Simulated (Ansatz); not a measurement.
Input file for CH₃BCl₂Se, SMILES `C[Se]B(Cl)Cl`:

```yaml
crystal:
  periodic: [false, false, false]
  atoms:
    - {symbol: C, position_ang: [-0.127780, 0.633516, 1.206096]}
    - {symbol: Se, position_ang: [-1.239795, 0.111846, -0.305454]}
    - {symbol: B, position_ang: [0.052465, -0.735993, -1.437512]}
    - {symbol: Cl, position_ang: [1.740623, -0.882797, -1.006966]}
    - {symbol: Cl, position_ang: [-0.507197, -1.382924, -2.962423]}
    - {symbol: H, position_ang: [0.313948, -0.249385, 1.661127]}
    - {symbol: H, position_ang: [-0.788071, 1.129729, 1.914957]}
    - {symbol: H, position_ang: [0.647908, 1.319009, 0.874275]}
basis:
  gaussian: {orbitals: def2-SVP}
correlation: {method: ccsd_t}
```

```sh
$ ansatz run in.yaml --threads 4 --pin off --events-out ev --progress --plain --max-ram 10444MiB
```

Log, shortened:

```
Functional definition: HF
1078 factors; integrals over basis functions are off by at most 1.2e-3 eV
mean field evaluation 1: about -92043.9285 eV, gradient 2.2e1 eV
mean field evaluation 2: about -92043.9960 eV, gradient 2.2e1 eV
mean field evaluation 4: about -92045.6527 eV, gradient 3.0e0 eV
mean field evaluation 8: about -92045.6927 eV, gradient 1.4e-1 eV
mean field evaluation 16: about -92045.6077 eV, gradient 4.2e-1 eV
mean field -92045.69283419 eV, -3382.6168208451 hartree, gradient 9.7e-6 eV, S^2 0.000000; 0 other end points of the search recorded, 0 dependent functions left out
21 core orbitals not correlated: weight in the atoms' cores, before any rotation towards them, 1.000 or more for the frozen orbitals, at most 0.000 for the correlated occupied ones
reference -92045.69283419 eV, -3382.6168208451 hartree; 20, 20 occupied and 70, 70 virtual orbitals, 1078 factors
second order -19.88181702 eV of doubles, -0.00000000 eV of singles
cycle   1  -20.43265611 eV  change   -5.5e-1 eV  update   9.9e-2
cycle   2  -20.90640011 eV  change   -4.7e-1 eV  update   2.8e-2
cycle   3  -20.99722344 eV  change   -9.1e-2 eV  update   1.5e-2
cycle   4  -20.98754914 eV  change    9.7e-3 eV  update   4.3e-3
cycle   5  -20.98786845 eV  change   -3.2e-4 eV  update   1.9e-3
cycle   6  -20.98737333 eV  change    5.0e-4 eV  update   5.9e-4
cycle   7  -20.98711447 eV  change    2.6e-4 eV  update   2.5e-4
cycle   8  -20.98723416 eV  change   -1.2e-4 eV  update   8.7e-5
cycle   9  -20.98723764 eV  change   -3.5e-6 eV  update   3.0e-5
perturbative correction -0.61125289 eV, -0.0224631293 hartree
Total energy: -92067.29132472 eV, -3383.4105507320 hartree
```

Hardware: 4 threads of an Arm Neoverse V2 on a shared host. Wall time 5.5 s, peak host memory 0.49 GiB.

MP2 recovers 92.1 % of the CCSD(T) correlation energy and the triples give 2.8 %; T1 = 0.0110.
